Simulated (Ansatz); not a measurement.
C3H7NSi (SMILES N[C@H]1C=C[SiH2]1) moved off its minimum; all values from Ansatz (a first-principles code), cores frozen in correlated methods.
(charge 0, multiplicity 1)
```xyz
12

N      1.92783    -0.47811     0.34357
C      0.56691    -0.70663     0.02607
C     -0.49758    -0.50852     1.15693
C     -1.39813     0.35373     0.61569
Si    -0.44309     0.60576    -0.90699
H      2.31083    -1.09848     1.05265
H      2.10095     0.50015     0.75956
H      0.47811    -1.68415    -0.36568
H     -0.54832    -0.93534     2.07932
H     -2.34897     0.80451     1.04235
H     -1.12336     0.19783    -2.32303
H      0.22149     1.87919    -1.16088
```

Task: Give the forces (eV/Å), the total energy and the dipole at CCSD(T)/aug-cc-pV(T+d)Z.

Result: 
```tsv
atom	Fx	Fy	Fz
N1	2.238	2.439	1.158
C2	-0.925	0.365	1.254
C3	-0.236	1.634	-3.406
C4	-1.988	1.135	1.238
Si5	-0.553	-0.849	-2.505
H6	-0.243	-0.236	-0.125
H7	-0.521	-1.842	-0.974
H8	-0.140	-1.224	-0.655
H9	0.137	-1.374	2.652
H10	1.274	-0.901	-0.253
H11	0.720	0.406	1.529
H12	0.239	0.447	0.088
```
Energy -461.9797 hartree, dipole 1.84 D.
